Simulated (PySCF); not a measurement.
Si(Cl)2(Me)(NH2) (CH₅Cl₂NSi), SMILES Cl[Si](C)(N)Cl.

Coordinates come from a PBE0-D3(BJ)/def2-SVP optimisation. One conformer was computed; it need not be the lowest.

Computed with PySCF with TDA-LC-ωPBE/def2-SVPD.

Vertical excitations. The molecule is in vacuum.

Computed excitation energies, oscillator strengths and character:
```csv
state,energy (eV),λ (nm),f,main pairs
S1,7.66,162,0.046,"HOMO→LUMO 67 %, HOMO→LUMO+1 11 %"
S2,8.28,150,0.004,"HOMO→LUMO+1 46 %, HOMO→LUMO+4 19 %"
S3,8.70,143,0.056,"HOMO−1→LUMO 20 %, HOMO−2→LUMO+1 13 %, HOMO−1→LUMO+1 10 %, HOMO−2→LUMO 10 %"
S4,8.83,140,0.102,"HOMO−2→LUMO+1 15 %, HOMO−1→LUMO+1 14 %, HOMO−1→LUMO 13 %, HOMO−2→LUMO 11 %"
S5,8.85,140,0.019,"HOMO−3→LUMO+1 19 %, HOMO−3→LUMO 17 %, HOMO→LUMO+2 9 %, HOMO→LUMO+5 8 %"
S6,9.14,136,0.112,"HOMO−4→LUMO+1 13 %, HOMO−4→LUMO 11 %, HOMO→LUMO+2 10 %, HOMO−2→LUMO 6 %"
S7,9.30,133,0.021,"HOMO→LUMO+9 16 %, HOMO→LUMO+5 14 %, HOMO→LUMO+2 13 %, HOMO→LUMO+3 10 %"
S8,9.31,133,0.088,"HOMO−1→LUMO 24 %, HOMO−1→LUMO+1 17 %, HOMO−1→LUMO+4 9 %, HOMO−3→LUMO+1 9 %"
S9,9.38,132,0.055,"HOMO−2→LUMO 29 %, HOMO→LUMO+8 7 %, HOMO−2→LUMO+1 7 %, HOMO−4→LUMO 6 %"
S10,9.56,130,0.049,"HOMO−2→LUMO+4 10 %, HOMO→LUMO+2 7 %, HOMO−2→LUMO+2 7 %, HOMO−4→LUMO 6 %"
T1,7.16,173,0,"HOMO→LUMO 59 %, HOMO→LUMO+1 9 %"
T2,7.91,157,0,"HOMO→LUMO+1 32 %, HOMO→LUMO+4 11 %, HOMO−2→LUMO+1 6 %, HOMO−1→LUMO+1 6 %"
T3,8.12,153,0,"HOMO−1→LUMO+1 13 %, HOMO−1→LUMO 11 %, HOMO→LUMO+1 10 %, HOMO−2→LUMO+1 8 %"
T4,8.21,151,0,"HOMO−2→LUMO+1 13 %, HOMO→LUMO+2 9 %, HOMO→LUMO+10 9 %, HOMO−2→LUMO 7 %"
```
Triplets are in the Tamm–Dancoff approximation.
